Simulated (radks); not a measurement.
These are the eigenvalues of the occupied orbitals of an atom or ion with whole-number occupations (eV). Method: scalar-relativistic Kohn-Sham, PBEsol, spin-polarised, spherical densities, finite nucleus; Fermi nuclear charge, rms radius of each element as measured or else 0.836 A^(1/3) + 0.57 fm; computed with a radial shooting solver on a logarithmic mesh with Libxc functionals.

1s up: -41.5160

Which element is it, and in what charge state? The configuration may be excited. Open shells, if any, are filled with parallel spins first.

Answer. Z = 2, helium, charge +1: He+ in 1s1. The 1s level, -1.5257 hartree, gives Z - s = 1.7 by -(Z - s)^2/2, which with screening and relativity narrows Z to a few neighbours, and with so few levels the electron count can be read from the list.
